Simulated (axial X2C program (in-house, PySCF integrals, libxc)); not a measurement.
## What spin–orbit coupling does to PdS⁺

All values were computed with an in-house relativistic program for diatomic molecules. Spin-free means the one-electron spin-free X2C Hamiltonian; two-component (2c) means X2C with spin–orbit coupling and atomic mean-field two-electron Coulomb and Gaunt terms, so the difference of the two also holds small scalar two-electron terms. Basis: Pd dyall-cv3z [12s12p8d5f3g], S dyall-av3z [9s8p3d2f] (cores contracted in-house); Gaussian nuclei, density fitting, unrestricted open shells. Masses: Pd 105.903 u, S 31.972 u.

Spin-free state: M_S = 3/2, Λ = 0 (beyond evenly filled blocks: σα, π+α, π-α); fragments Pd+ + S.

```tsv
level	Re (Å)	ωe (cm⁻¹)	De (eV)	μ (D)
PBE0	2.122	395.2	2.630	-0.04
MP2	2.139	269.6	2.024	n/a
PW91	2.119	422.1	3.481	0.02
```

Correlated methods: 15 electrons correlated (number of frozen shells: Pd 4 s, 3 p, 1 d; S 2 s, 1 p), 289 virtual spin orbitals or spinors in MP2.

Dipoles are positive if S is the positive end and refer to the centre of mass.

Two-component determinant lowest at the distance of the search:

Ω = 3/2 (⟨Sz⟩ = 1.45, ⟨Lz⟩ = 0.05 at HF); fragments Pd+ + S.

```csv
level,Re (Å),ωe (cm⁻¹),μ (D)
PBE0,2.123,393.2,-0.05
MP2,2.155,260.6,n/a
PW91,2.120,421.3,0.01
```

Question: From the two tables, how do the constants change at the MP2 level (2c against spin-free)?

Answer: At the MP2 level Re rises by 0.016 Å and ωe drops by 9.0 cm⁻¹.

The state is one determinant whose occupation by symmetry is held fixed; it was picked as the lowest of a PBE0 search that is not exhaustive. De is counted from the lowest determinant-based energies of the atoms at the same level, without counterpoise correction. De is not given where an atomic determinant may have missed its ground term or J level, or where the truncated virtual space spoils (T). Density functionals use the spin component along the axis (collinear). Other states lie close and PBE0, whose exact exchange favours high spin, may order them wrongly; the determinant shown need not be the ground state. The nearest other spin-free determinant of the search, M_S = 1/2, Λ = 0, lies 0.25 eV up at the distance of the search. Without a current term, density functionals place determinants with orbital angular momentum somewhat too high. With several unpaired electrons one determinant need not be a pure state. This is the top spin component of a Σ state; components of lower Ω are not single determinants and can lie lower.
